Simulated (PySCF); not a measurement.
A structure optimised at PBE-D3(BJ)/def2-SVP, used in a PySCF frequency run:

```
O
B 1 1.3520
H 2 1.2214 1 117.14
H 2 1.2277 3 121.65 1 -180.00
Ge 1 1.8309 2 125.90 3 -180.00
H 5 1.5462 1 105.47 2 120.83
H 5 1.5462 6 111.70 1 -114.08
H 5 1.5497 6 112.65 7 -127.96
```
Charge 0, spin multiplicity 1.

Q: Write its SMILES, formula and point group.

A: B[O][GeH3], BGeH5O, Cs

Q: What are its rotational constants (standard atomic weights)?

A: 35.866, 4.0963, 3.8619 GHz
